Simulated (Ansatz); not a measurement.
Z-matrix (Å, degrees):
```
B
Si 1 1.9987
H 2 1.4978 1 115.17
H 2 1.4979 3 108.98 1 -131.05
H 2 1.5075 3 107.51 4 -116.21
Si 1 1.9991 2 118.88 3 24.08
H 6 1.4976 1 115.59 2 154.24
H 6 1.4989 7 108.82 1 129.60
H 6 1.5071 7 107.76 8 115.95
Si 1 1.9995 2 118.76 3 -152.27
H 10 1.4973 1 115.58 2 -153.66
H 10 1.4984 11 108.81 1 -129.65
H 10 1.5065 11 107.75 12 -115.92
```
Charge 0, multiplicity 1.

Method: Ansatz (a program for electronic structure) with frozen-core CCSD(T)/cc-pVTZ // PBE-D3(BJ)/def2-TZVP.

```
Property                       Result
----------------------  -------------
HF energy               -896.71263 Ha
MP2 correlation energy    -0.48148 Ha
```

Problem. Estimate the CCSD correlation energy, the (T) correction, the total energy and the T1 diagnostic.

Solution. 
| Item | Result |
|---|---|
| CCSD correlation energy | -0.56433 Ha |
| (T) correction | -0.01992 Ha |
| CCSD(T) total energy | -897.29688 Ha |
| T1 diagnostic | 0.015 |
